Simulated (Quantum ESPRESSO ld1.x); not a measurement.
Values are calculated unless marked as measured or tabulated.
All-electron atom: Os XLII in [Ar] 3d10 4s2 4p5 (the NIST ground configuration).

Level of theory: scalar-relativistic Kohn-Sham, LDA (Slater exchange, VWN5 correlation), spin-polarised, spherical densities, point nucleus; open shells are filled with parallel spins first (ld1.x of Quantum ESPRESSO 7.5).

Energy parts (hartree):
part                      energy
total                 -16171.188
kinetic                18039.336
electron-nucleus      -37411.673
Hartree                 3453.805
exchange-correlation    -252.656

Orbitals (lengths in bohr, moments of r in powers of bohr):
orbital  occ.  eigenvalue (hartree)      <r^2>
1s up       1              -2783.25  0.0004338
1s down     1              -2783.21  0.0004338
2s up       1              -542.743   0.006634
2s down     1              -542.718   0.006634
2p up       3              -481.883   0.005521
2p down     3              -481.849   0.005521
3s up       1              -177.533    0.04192
3s down     1              -177.496    0.04191
3p up       3              -159.604    0.04243
3p down     3              -159.563    0.04241
3d up       5              -140.130    0.03471
3d down     5              -140.093    0.03469
4s up       1              -82.5126     0.1678
4s down     1              -82.3778     0.1678
4p up       3              -75.8191     0.1787
4p down     2              -75.6852     0.1788

The highest occupied level is 4p down at -2059.5 eV. For comparison, the ionisation energy in NIST's Atomic Spectra Database is 2052 eV (theoretical). In exact Kohn-Sham theory the highest level is minus the ionisation energy, but local and semilocal functionals leave it too shallow, through self-interaction and a potential that decays too fast; potentials with the right tail come closer. Summed over all electrons, <r^2> = 1.962 bohr^2, which gives a Langevin (diamagnetic) susceptibility term of -1.55 x 10^-6 cm^3/mol. The density falls to 0.001 e/bohr^3 at r = 1.00 bohr.
